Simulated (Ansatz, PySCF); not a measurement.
Ge(I)(SiH3) (GeH3ISi), SMILES [I][Ge][SiH3] (connectivity only; charge and spin as stated), neutral, multiplicity 1.

Coordinates come from a PBE-D3(BJ)/def2-SVP optimisation. The structure was generated by enumeration; whether it is a known compound was not checked. The def2 effective core potentials stand for the cores of I; spin–orbit coupling is left out.

Vertical ionisation energy (IE) and electron affinity (EA) in eV. Rows of orbital energies are one-electron estimates. Where ΔSCF, EOM or ADC give a negative EA the extra electron is unbound and the value depends on the basis.

```csv
level,IE,EA
"−ε(HOMO), −ε(LUMO), PBE0/def2-TZVPD (PySCF)",6.54,3.46
"−ε(HOMO), −ε(LUMO), PBE/def2-TZVPD (PySCF)",5.59,4.18
"ΔSCF, CAM-B3LYP/def2-SVPD (Ansatz), final states of multiplicity 2 and 2",8.50,1.83
"ΔSCF, PBE/def2-SVPD (Ansatz), final states of multiplicity 2 and 2",8.19,1.72
```

Problem. What vertical singlet–triplet gap does ΔSCF give with CAM-B3LYP/def2-SVPD (Ansatz, a program for electronic structure) and with PBE/def2-SVPD (Ansatz)? (The exact figures need the calculation; the answer reports its results.)

Solution. 1.26 and 1.18 eV (triplet above singlet where positive).
